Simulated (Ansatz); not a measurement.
Rb₈⁻, relaxed as a doublet with UKS PBE/def2-SVPD in Ansatz, starting from the GFN2-xTB geometry. Force threshold 0.02 eV/Å.

In the def2 sets Rb takes a core potential; there is no spin–orbit coupling. The highest occupied level of the charge -1 doublet lies above zero (up to 0.05 eV). It is a level of α spin, whose loss leaves a singlet; that state wasn't run at this geometry and level. The electron is either unbound and held by the finite basis, or the level is raised by self-interaction error. The relaxation made no stability test and no search for a lower SCF solution. The structure comes from a short search, and lower isomers may exist.

Start:

Cartesian coordinates in Å:
```
Rb -4.8645 -1.1557 0.3180
Rb 0.0392 -3.5892 2.5872
Rb 2.3120 -0.7652 -2.9790
Rb -1.8796 3.2515 -1.8393
Rb 3.4900 4.4793 0.5583
Rb -3.2462 -3.0989 -2.7208
Rb -0.4780 1.9187 3.7646
Rb 4.6270 -1.0406 0.3110
```

```tsv
step	energy (eV)	largest force component (eV/Å)	SCF passes
1	-5246.1030	0.211	34
2	-5246.1601	0.196	33
3	-5246.3697	0.150	39
4	-5246.5731	0.132	38
5	-5246.7423	0.109	37
6	-5246.8693	0.086	37
7	-5246.9408	0.065	36
8	-5246.9746	0.050	37
9	-5246.9991	0.038	29
10	-5247.0197	0.025	29
11	-5247.0367	0.015	38
12	-5247.0486	0.013	41
13	-5247.0522	0.012	39
14	-5247.0531	0.010	37
```

Force components are those of the run's own axes.

End:

```xyz
8

Rb   -4.3311   -0.7752    1.3158
Rb    0.1061   -3.0356    1.1622
Rb    1.8222   -0.6833   -2.5895
Rb   -1.6342    2.3354   -1.5351
Rb    2.8910    3.5580   -0.2444
Rb   -2.7626   -2.2835   -2.8608
Rb   -0.2795    1.3715    2.9272
Rb    4.1882   -0.4873    1.8245
```

Bonds formed: Rb1–Rb2, Rb1–Rb4, Rb1–Rb7, Rb2–Rb3, Rb2–Rb6, Rb2–Rb7, Rb2–Rb8, Rb3–Rb4 (atoms count from 1). The end is the same structure that another start reached, the lowest one found.

The force fell under the threshold at step 11, but the optimiser went on and released 0.016 eV more. No frequencies were taken in this run, so the end may be a saddle point.

Run time 2.9 min (4 threads of Arm Neoverse V1 on a shared host), peak host memory 0.55 GiB.
